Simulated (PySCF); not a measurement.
PySCF input for C₃H₆OSi, SMILES C1=C[SiH2]CO1, PBE-D3(BJ)/def2-SVP. The structure is a stationary point at PBE-D3(BJ)/def2-SVP. The structure was generated by enumeration, and PubChem lists no compound with its InChIKey, so it may never have been made. One conformer was computed; it need not be the lowest.

```python
import numpy as np
from pyscf import gto, scf, dft, df
from pyscf.hessian import thermo

mol = gto.M(
    atom='''
    C    -0.74025734   -1.24929722   -0.00000000
    C    -1.35737213   -0.03743838    0.00000000
    Si   -0.03361223    1.26328448    0.00000000
    C     1.31531119   -0.12228882    0.00000000
    O     0.60510569   -1.39128671   -0.00000000
    H    -1.24230558   -2.23240706   -0.00000000
    H    -2.45248932    0.03234388    0.00000000
    H     0.03825805    2.15532166    1.21339258
    H     0.03825805    2.15532166   -1.21339259
    H     1.97095707   -0.10606132    0.89526076
    H     1.97095707   -0.10606132   -0.89526076
    ''',
    basis='def2-SVP',
    charge=0,
    spin=0,
    max_memory=1600,
    verbose=3,
)
mf = dft.RKS(mol, xc='pbe').density_fit(auxbasis='def2-universal-jkfit')
mf.disp = 'd3bj'
mf.grids.level = 3
mf.conv_tol = 1e-11
mf.max_cycle = 100
mf.kernel()

# [left out here: the lines that compute and print the analytic Hessian (its translational invariance restored by hand, since the grid's response is missing), thermochemistry and intensities]
```

Program output:

```
converged SCF energy = -481.999709606974

WARN: DFTD3 does not support analytical Hessian, using finite difference


WARN: Mole.unit (angstrom) is changed to Bohr

Mode                                 0                   1                   2
Irrep
Freq [cm^-1]                      121.3996            380.2230            470.5787
Reduced mass [au]                   2.2393              1.9837              9.1187
Force const [Dyne/A]                0.0194              0.1690              1.1897
Char temp [K]                     174.6671            547.0563            677.0580
Normal mode                   x     y     z       x     y     z       x     y     z
       0   C                -0.00  0.00 -0.01    0.00 -0.00 -0.14   -0.03  0.07 -0.00
       1   C                -0.00  0.00  0.12    0.00 -0.00  0.11   -0.09  0.03  0.00
       2  Si                 0.00 -0.00 -0.04   -0.00  0.00  0.00    0.02 -0.13 -0.00
       3   C                 0.00  0.00  0.12   -0.00 -0.00 -0.01    0.07  0.06 -0.00
       4   O                -0.00  0.00 -0.11    0.00 -0.00  0.09   -0.01  0.11  0.00
       5   H                -0.00  0.00 -0.05    0.00 -0.00 -0.47    0.05  0.03 -0.00
       6   H                -0.00  0.00  0.17    0.00 -0.00 -0.08   -0.09  0.05 -0.00
       7   H                 0.06  0.14 -0.15    0.11  0.22 -0.17    0.02 -0.12 -0.00
       8   H                -0.06 -0.14 -0.15   -0.11 -0.22 -0.17    0.02 -0.12  0.00
       9   H                -0.24 -0.03  0.29    0.13  0.02 -0.11    0.06  0.06  0.00
      10   H                 0.24  0.03  0.29   -0.13 -0.02 -0.11    0.06  0.06 -0.00
Mode                                 3                   4                   5
Irrep
Freq [cm^-1]                      482.3200            626.2161            626.5137
Reduced mass [au]                   1.1103              4.3805              1.3161
Force const [Dyne/A]                0.1522              1.0121              0.3044
Char temp [K]                     693.9511            900.9856            901.4138
Normal mode                   x     y     z       x     y     z       x     y     z
       0   C                -0.00  0.00  0.02   -0.04 -0.10  0.00    0.00  0.00  0.07
       1   C                -0.00  0.00 -0.03   -0.02 -0.09 -0.00    0.00  0.00 -0.09
       2  Si                 0.00 -0.00  0.03    0.09  0.01  0.00   -0.00 -0.00  0.05
       3   C                 0.00  0.00  0.04   -0.13  0.09 -0.00    0.00 -0.00 -0.01
       4   O                -0.00  0.00 -0.05   -0.02  0.05 -0.00    0.00 -0.00 -0.03
       5   H                 0.00  0.00  0.12    0.04 -0.14  0.00   -0.00  0.00  0.06
       6   H                -0.00  0.00  0.09   -0.02 -0.06 -0.00    0.00  0.00 -0.33
       7   H                -0.40  0.34 -0.21    0.18 -0.01  0.00    0.45  0.29 -0.19
       8   H                 0.40 -0.34 -0.21    0.18 -0.01 -0.00   -0.45 -0.29 -0.19
       9   H                 0.25 -0.19 -0.14   -0.13  0.15 -0.01   -0.02 -0.01  0.01
      10   H                -0.25  0.19 -0.14   -0.13  0.15  0.01    0.02  0.01  0.01
Mode                                 6                   7                   8
Irrep
Freq [cm^-1]                      705.4994            717.4927            732.1690
Reduced mass [au]                   1.8847              1.2344              2.1646
Force const [Dyne/A]                0.5527              0.3744              0.6837
Char temp [K]                    1015.0565           1032.3122           1053.4282
Normal mode                   x     y     z       x     y     z       x     y     z
       0   C                -0.08 -0.08  0.00   -0.00 -0.00 -0.08   -0.00 -0.02  0.00
       1   C                -0.01 -0.06  0.00   -0.00 -0.00 -0.09   -0.14 -0.07  0.00
       2  Si                 0.05  0.04  0.00    0.00  0.00  0.01   -0.01  0.06 -0.00
       3   C                 0.10 -0.02  0.00    0.00 -0.00  0.01    0.10 -0.05  0.00
       4   O                -0.05  0.06 -0.00   -0.00  0.00  0.04   -0.00  0.02 -0.00
       5   H                 0.03 -0.13 -0.00    0.00 -0.00  0.18    0.08 -0.06 -0.00
       6   H                -0.00  0.07 -0.00   -0.00 -0.00  0.82   -0.16 -0.26 -0.00
       7   H                -0.46  0.07  0.00    0.19  0.07 -0.05    0.36  0.04 -0.01
       8   H                -0.46  0.07 -0.00   -0.19 -0.07 -0.05    0.36  0.04  0.01
       9   H                 0.10 -0.10  0.00   -0.00  0.01  0.01    0.11 -0.12  0.00
      10   H                 0.10 -0.10 -0.00    0.00 -0.01  0.01    0.11 -0.12 -0.00
Mode                                 9                  10                  11
Irrep
Freq [cm^-1]                      788.5016            847.4859            893.2433
Reduced mass [au]                   1.4402              2.6214              5.2991
Force const [Dyne/A]                0.5276              1.1093              2.4911
Char temp [K]                    1134.4783           1219.3435           1285.1783
[...]
       7   H                 0.05 -0.00 -0.00    0.04  0.55 -0.41   -0.04  0.05 -0.04
       8   H                -0.05  0.00 -0.00    0.04  0.55  0.41   -0.04  0.05  0.04
       9   H                 0.02 -0.07 -0.00   -0.01  0.02  0.00    0.02 -0.09  0.00
      10   H                -0.02  0.07 -0.00   -0.01  0.02 -0.00    0.02 -0.09 -0.00
Mode                                15                  16                  17
Irrep
Freq [cm^-1]                     1150.3831           1172.5305           1252.8774
Reduced mass [au]                   1.6664              1.1033              1.5255
Force const [Dyne/A]                1.2993              0.8937              1.4108
Char temp [K]                    1655.1451           1687.0103           1802.6116
Normal mode                   x     y     z       x     y     z       x     y     z
       0   C                -0.12 -0.03  0.00    0.00  0.00  0.01    0.07  0.03 -0.00
       1   C                 0.06  0.02 -0.00   -0.00 -0.00  0.00    0.01 -0.00 -0.00
       2  Si                -0.01  0.00 -0.00   -0.00  0.00 -0.01    0.00  0.00 -0.00
       3   C                 0.05 -0.10  0.00    0.00  0.00 -0.07    0.06 -0.03  0.00
       4   O                 0.04  0.04  0.00   -0.00 -0.00  0.05   -0.12 -0.04  0.00
       5   H                -0.28  0.05 -0.00    0.00 -0.00 -0.08    0.54 -0.21  0.00
       6   H                 0.03 -0.31 -0.00   -0.00  0.00  0.01    0.01  0.06 -0.00
       7   H                 0.06 -0.00  0.00    0.02 -0.02  0.01   -0.01  0.00  0.01
       8   H                 0.06 -0.00 -0.00   -0.02  0.02  0.01   -0.01  0.00 -0.01
       9   H                -0.03  0.43  0.06   -0.19 -0.63  0.07   -0.14  0.33  0.13
      10   H                -0.03  0.43 -0.06    0.19  0.63  0.07   -0.14  0.33 -0.13
Mode                                18                  19                  20
Irrep
Freq [cm^-1]                     1292.9635           1394.6654           1582.4049
Reduced mass [au]                   1.6723              1.1194              5.9124
Force const [Dyne/A]                1.6472              1.2829              8.7226
Char temp [K]                    1860.2867           2006.6130           2276.7283
Normal mode                   x     y     z       x     y     z       x     y     z
       0   C                -0.10 -0.05  0.00   -0.02 -0.03 -0.00    0.13 -0.17  0.00
       1   C                 0.02  0.14  0.00   -0.01  0.04 -0.00   -0.07  0.15  0.00
       2  Si                -0.01 -0.01  0.00    0.00 -0.00 -0.00    0.00 -0.00  0.00
       3   C                -0.02  0.03 -0.00    0.06  0.02  0.00    0.00 -0.01 -0.00
       4   O                 0.04 -0.02 -0.00    0.04  0.01  0.00   -0.04  0.02 -0.00
       5   H                 0.50 -0.36  0.00   -0.04 -0.02 -0.00   -0.25 -0.00 -0.00
       6   H                -0.02 -0.33  0.00   -0.02 -0.05 -0.00   -0.10 -0.01  0.00
       7   H                 0.01 -0.01 -0.01   -0.00 -0.00  0.00   -0.04 -0.00  0.01
       8   H                 0.01 -0.01  0.01   -0.00 -0.00 -0.00   -0.04 -0.00 -0.01
       9   H                 0.11 -0.12 -0.08   -0.50 -0.21  0.39    0.04  0.08 -0.03
      10   H                 0.11 -0.12  0.08   -0.50 -0.21 -0.39    0.04  0.08  0.03
Mode                                21                  22                  23
Irrep
Freq [cm^-1]                     2139.7527           2145.5815           2993.5268
Reduced mass [au]                   1.0518              1.0308              1.0588
Force const [Dyne/A]                2.8372              2.7958              5.5900
Char temp [K]                    3078.6277           3087.0140           4307.0186
Normal mode                   x     y     z       x     y     z       x     y     z
       0   C                 0.00 -0.00  0.00    0.00 -0.00 -0.00    0.00 -0.00  0.00
       1   C                -0.00  0.00 -0.00   -0.00  0.00  0.00   -0.00  0.00 -0.00
       2  Si                 0.00  0.00  0.04    0.00  0.03 -0.00    0.00 -0.00 -0.00
       3   C                 0.00 -0.00 -0.00    0.00 -0.00 -0.00   -0.07  0.00  0.00
       4   O                -0.00  0.00  0.00   -0.00  0.00 -0.00   -0.00 -0.00  0.00
       5   H                -0.00 -0.00 -0.00   -0.00 -0.00  0.00    0.01  0.02  0.00
       6   H                -0.00  0.00  0.00   -0.00  0.01 -0.00    0.00  0.00 -0.00
       7   H                -0.03 -0.41 -0.55   -0.03 -0.40 -0.57   -0.00  0.00  0.00
       8   H                 0.03  0.41 -0.55   -0.03 -0.40  0.57   -0.00  0.00 -0.00
       9   H                 0.00 -0.00  0.00   -0.00  0.00  0.00    0.39  0.01  0.57
      10   H                -0.00  0.00  0.00   -0.00  0.00 -0.00    0.39  0.01 -0.57
Mode                                24                  25                  26
Irrep
Freq [cm^-1]                     3049.1485           3106.7618           3174.2306
Reduced mass [au]                   1.1076              1.0920              1.0959
Force const [Dyne/A]                6.0674              6.2102              6.5059
Char temp [K]                    4387.0458           4469.9385           4567.0111
Normal mode                   x     y     z       x     y     z       x     y     z
       0   C                 0.00 -0.00 -0.00    0.03  0.08 -0.00   -0.00 -0.02 -0.00
       1   C                -0.00  0.00  0.00   -0.01 -0.00 -0.00   -0.08  0.01 -0.00
       2  Si                 0.00 -0.00 -0.00    0.00 -0.00 -0.00    0.00  0.00  0.00
       3   C                -0.00  0.00 -0.09   -0.00 -0.00 -0.00    0.00  0.00  0.00
       4   O                -0.00 -0.00  0.00    0.00  0.00  0.00    0.00 -0.00  0.00
       5   H                 0.00  0.00 -0.00   -0.43 -0.84  0.00    0.06  0.12 -0.00
       6   H                 0.00  0.00 -0.00    0.14 -0.01  0.00    0.94 -0.06  0.00
       7   H                 0.00  0.00  0.00   -0.00  0.00  0.00   -0.00 -0.00 -0.00
       8   H                -0.00 -0.00  0.00   -0.00  0.00 -0.00   -0.00 -0.00  0.00
       9   H                 0.40 -0.00  0.54    0.01  0.00  0.01   -0.00  0.00 -0.00
      10   H                -0.40  0.00  0.54    0.01  0.00 -0.01   -0.00  0.00  0.00
temperature 298.1500 [K]
pressure 101325.00 [Pa]
Rotational constants [GHz] 6.71476 4.43923 2.80860
Symmetry number 1
Zero-point energy (ZPE) 0.07912 [Eh]   207731.792 [J/mol]
                           tot       elec      trans        rot        vib
Entropy [J/mol/K]       306.700      0.000    164.323    107.756     34.621
Cv [J/mol/K]             85.088      0.000     12.472     12.472     60.145
Cp [J/mol/K]             93.403      0.000     20.786     12.472     60.145
Internal energy [J/mol]                      3718.434   3718.434 214360.590
Internal energy [Eh]   -481.91523  -481.99971
Enthalpy [J/mol]                             6197.391   3718.434 214360.590
Enthalpy [Eh]          -481.91429
Gibbs free energy [J/mol]                  -42795.501 -28409.061 204038.462
Gibbs free energy [Eh] -481.94912
mode   freq/cm-1   IR/(km/mol)
   1      121.40         1.499
   2      380.22        10.860
   3      470.58         9.497
   4      482.32        13.247
   5      626.22         2.309
   6      626.51        16.307
   7      705.50        37.840
   8      717.49        47.782
   9      732.17         4.859
  10      788.50        22.216
  11      847.49        26.475
  12      893.24        33.413
  13      925.85         1.764
  14      950.60       110.711
  15     1007.12        53.467
  16     1150.38        55.779
  17     1172.53         3.688
  18     1252.88        33.625
  19     1292.96         6.899
  20     1394.67         5.281
  21     1582.40       170.606
  22     2139.75       131.622
  23     2145.58       123.618
  24     2993.53        15.247
  25     3049.15         6.815
  26     3106.76        10.032
  27     3174.23         1.127
max |gradient| / (hartree/bohr): 3.125787818658311e-05
APT charges: [ 0.5139 -0.5376  0.9797  0.0731 -0.6422  0.045   0.0668 -0.2529 -0.2529
  0.0036  0.0036]
```

Self-consistency was reached.

Cost: very roughly 2.1 core-minutes.
